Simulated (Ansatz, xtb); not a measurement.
# C4H6BNS: which of two isomers lies lower

Structure a: `Bc1sccc1N`, a singlet. Structure b: `Bc1cscc1N`, a singlet. Both are isolated molecules in the gas phase, relaxed with B3LYP/def2-SVP; the shapes shown needn't be the lowest conformers.

a (Å):

```yaml
atoms:
  - { symbol: C, position_ang: [-2.1202, -1.2504, -0.6968] }
  - { symbol: C, position_ang: [-0.3757, -2.1839, 0.8524] }
  - { symbol: C, position_ang: [-0.4272, -0.8115, 0.9149] }
  - { symbol: C, position_ang: [-1.4129, -0.2633, 0.0340] }
  - { symbol: B, position_ang: [-3.2380, -1.0787, -1.6809] }
  - { symbol: N, position_ang: [-1.6146, 1.0782, -0.1023] }
  - { symbol: S, position_ang: [-1.4985, -2.8466, -0.2581] }
  - { symbol: H, position_ang: [-3.6536, 0.0328, -1.9365] }
  - { symbol: H, position_ang: [-3.7507, -2.0230, -2.2314] }
  - { symbol: H, position_ang: [0.2913, -2.8316, 1.4224] }
  - { symbol: H, position_ang: [0.2168, -0.2085, 1.5576] }
  - { symbol: H, position_ang: [-1.2623, 1.7081, 0.6050] }
  - { symbol: H, position_ang: [-2.4139, 1.3917, -0.6386] }
```

b (Å):

```yaml
atoms:
  - { symbol: C, position_ang: [-1.3683, -1.0699, -0.6774] }
  - { symbol: C, position_ang: [-0.1834, -1.7433, -0.3838] }
  - { symbol: C, position_ang: [-1.1192, -0.6572, 1.6361] }
  - { symbol: C, position_ang: [-1.9096, -0.4429, 0.5260] }
  - { symbol: B, position_ang: [-1.9432, -1.0167, -2.0854] }
  - { symbol: N, position_ang: [-3.1122, 0.2359, 0.5250] }
  - { symbol: S, position_ang: [0.2747, -1.6274, 1.2539] }
  - { symbol: H, position_ang: [-1.3914, -1.5984, -2.9882] }
  - { symbol: H, position_ang: [-2.9480, -0.3896, -2.3390] }
  - { symbol: H, position_ang: [0.4344, -2.2971, -1.0904] }
  - { symbol: H, position_ang: [-1.2849, -0.3164, 2.6565] }
  - { symbol: H, position_ang: [-3.2721, 0.8907, 1.2804] }
  - { symbol: H, position_ang: [-3.4337, 0.5637, -0.3782] }
```

Quicker runs give these differences E(b) − E(a): GFN2-xTB +0.224 eV; HF/STO-3G +0.371 eV (at GFN2-xTB geometries); r2SCAN-D4/def2-SVP +0.380 eV (at GFN2-xTB geometries).

Estimate E(b) − E(a) at the level CCSD(T)/def2-SVP + ΔMP2/def2-TZVPP.

Calculated at CCSD(T)/def2-SVP + ΔMP2/def2-TZVPP: E(b) − E(a) = +0.258 eV, so structure a lies lower.

How the difference moves with the method:

```csv
level,geometry,E(b) − E(a) (eV),departure from the last row (eV),"job, with rough time for the two"
GFN2-xTB,GFN2-xTB,+0.224,−0.034,"optimisation, 0.23 s"
HF/STO-3G,GFN2-xTB,+0.371,+0.113,"single point, 0.66 s"
r2SCAN-D4/def2-SVP,GFN2-xTB,+0.380,+0.122,"single point, 4.5 s"
B3LYP/def2-SVP,B3LYP/def2-SVP,+0.334,+0.076,"optimisation, 79 s"
HF/def2-SVP,B3LYP/def2-SVP,+0.287,+0.029,part of the CCSD(T) run
MP2/def2-SVP,B3LYP/def2-SVP,+0.289,+0.032,part of the CCSD(T) run
CCSD(T)/def2-SVP,B3LYP/def2-SVP,+0.288,+0.030,single point
CCSD(T)/def2-SVP + ΔMP2/def2-TZVPP,B3LYP/def2-SVP,+0.258,,"single point, 64 s"
```

As drawn, both hold the same kinds of bond in the same numbers.

None of the levels shown reverses the order. The largest departure from CCSD(T)/def2-SVP + ΔMP2/def2-TZVPP is that of r2SCAN-D4/def2-SVP, 0.122 eV. The last row adds to CCSD(T) the change of the MP2 difference between the two basis sets, here −0.030 eV.

With thermal terms from frequencies at re-optimised GFN2-xTB minima (ideal gas, soft modes damped towards free rotors, one conformer each, 298.15 K, 1 atm): the zero-point term adds −0.005 eV; ΔH is +0.254 and ΔG +0.250 eV.

The correlated steps freeze 11 core orbitals. Programs: Ansatz 0.2.0, xtb 6.7.1; the last row on 2 threads of Intel(R) Xeon(R) Platinum 8375C CPU @ 2.90GHz (Ice Lake) on a shared host.
